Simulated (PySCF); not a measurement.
F₄Ge. Atoms are numbered in the order given.

```xyz
5

F      0.9855     0.9855    -0.9855
Ge     0.0000     0.0000     0.0000
F     -0.9855     0.9855     0.9855
F     -0.9855    -0.9855    -0.9855
F      0.9855    -0.9855     0.9855
```

Coordinates come from a TPSSh-D3(BJ)/def2-SVP optimisation. The isomer is the one that the SMILES or the coordinates give; other isomers of the formula were not compared.

The numbers are results of TPSSh-D3(BJ)/def2-SVP (PySCF), not measurements.

Frequencies are harmonic and unscaled.

Modes within 1.5 cm⁻¹ of each other (mostly degenerate sets) share a row, with their intensities summed.

| mode | ν (cm⁻¹) | IR (km/mol) | moving atoms (share of kinetic energy) |
|---|---|---|---|
| 1–2 | 191 | 0.0 | F 100 % |
| 3–5 | 259 | 129.3 | F 75 %, Ge 25 % |
| 6 | 707 | 0.0 | F 100 % |
| 7–9 | 792 | 263.5 | F 74 %, Ge 26 % |
